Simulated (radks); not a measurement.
The numbers below are computed, except where a source is named.
Species: Sb4+. Configuration: [Kr] 4d10 5p1 (not the ground configuration). Level of theory: scalar-relativistic Kohn-Sham, r2SCAN, spin-polarised, spherical densities, finite nucleus; open shells are filled with parallel spins first (spin-orbit coupling, left out, can overturn this in heavy ions); meta-GGA in the generalised Kohn-Sham scheme; Fermi nuclear charge, rms radius 4.6802 fm (a radial shooting solver on a logarithmic mesh with Libxc functionals).

Normalised radial functions P(r) = r R(r), r in bohr:

```
   r/bohr * 4s down, o 4d up (the largest magnitude, 1.27, reaches the edge; | marks zero, & curves that meet)
0.0009808                             o*
 0.001298                             o *
 0.001731                             o *
  0.00229                             o *
  0.00303                             o  *
 0.004009                             o   *
 0.005348                             o    *
 0.007075                             o    *
 0.009362                             o     *
  0.01239                             o     *
  0.01652                             o     *
  0.02186                             o    *
  0.02892                             |o *
  0.03858                            *|o
  0.05104                       *     | o
  0.06753                    *        |   o
  0.08936                   *         |     o
   0.1192                        *    |        o
   0.1577                             |   *      o
   0.2086                             |           o*
   0.2761                             |        o     *
   0.3682                             |o  *
   0.4872               *   o         |
   0.6446  *      o                   |
   0.8529   *  o                      |
    1.138         o   *               |
    1.505                o      *     |
    1.991                       o    *|
    2.656                           o *
    3.514                             &
     4.65                             &
    6.153                             &
```

4s down: eigenvalue -196.73 eV, 3 radial nodes at r = 0.0355, 0.142, 0.391 bohr, <r> = 0.792 bohr, 90 % of the charge inside 1.14 bohr. 4d up: eigenvalue -78.052 eV, 1 radial node at r = 0.376 bohr, <r> = 1.01 bohr, 90 % of the charge inside 1.54 bohr.
